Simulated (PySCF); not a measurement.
SiF₄: calculation against measurement

Isolated SiF₄, optimised in PySCF with density fitting and no spin–orbit coupling; def2 sets carry scalar-relativistic core potentials from Rb on. All levels below give a singlet of Td symmetry: PBE0/def2-TZVP Si–F 1.562 Å (×4); PBE0/def2-SVP Si–F 1.586 Å (×4).

Counting electrons, silicon keeps none of its valence electrons outside its bonds, so the VSEPR class is AX4 and the expected shape is tetrahedral (Td), as computed.

Measured fundamentals (Shimanouchi, Tables of Molecular Vibrational Frequencies (1972), as compiled in the NIST Chemistry WebBook) beside computed harmonic wavenumbers, in cm⁻¹:

```
mode as compiled  computed symmetry  measured  rating (A best; medium not stated)  PBE0/def2-TZVP  PBE0/def2-SVP
      a1 sym str                 a1       800                                   C             796            787
    e deg deform                  e       268                                   C             262            257
      f2 deg str                 t2      1032                                   B            1036           1045
   f2 deg deform                 t2       389                                   B             386            381
```

How close does each level come?

Mean absolute differences: PBE0/def2-TZVP 1.0 %, PBE0/def2-SVP 2.3 %. The mean ratio of measured to computed values at PBE0/def2-TZVP is 1.009. Harmonic values should lie a little above fundamentals, yet here they lie below on average.

The measured mean polarisability is 3.319 Å³ (NIST CCCBDB Release 22 (SRD 101), experimental polarizabilities). What do the calculations give?

PBE0/def2-TZVP 2.96 Å³, PBE0/def2-SVP 2.35 Å³. Basis sets without diffuse functions underestimate polarisabilities.

The tabulated gas-phase entropy at 298.15 K and 1 bar is 282.76 ± 0.50 J/(mol K) (Cox, Wagman, et al., 1984, NIST Chemistry WebBook). What do rigid-rotor harmonic-oscillator sums give?

PBE0/def2-TZVP 283.2, PBE0/def2-SVP 284.1 J/(mol K).

ΔfH°(298 K) is -1615.0 ± 0.8 kJ/mol (Cox, Wagman, et al., 1984, NIST Chemistry WebBook), and for the gaseous atoms Si 450.0, F 79.3 kJ/mol (tabulated in the package mendeleev). Compare the atomisation enthalpy with the calculations.

From the tables it is 450.0 + 4 × 79.3 − (-1615.0) = 2382 kJ/mol. To a computed De one adds −ZPE (-33.4), the atoms' spin–orbit lowering from NIST levels (-8.2) and the thermal terms (18.2), all taken at PBE0/def2-TZVP.
| level | De (kJ/mol) | ΔatH°(298 K) | computed − tabulated |
| --- | --- | --- | --- |
| PBE0/def2-TZVP | 2317 | 2294 | -89 |
| PBE0/def2-SVP | 2245 | 2221 | -161 |
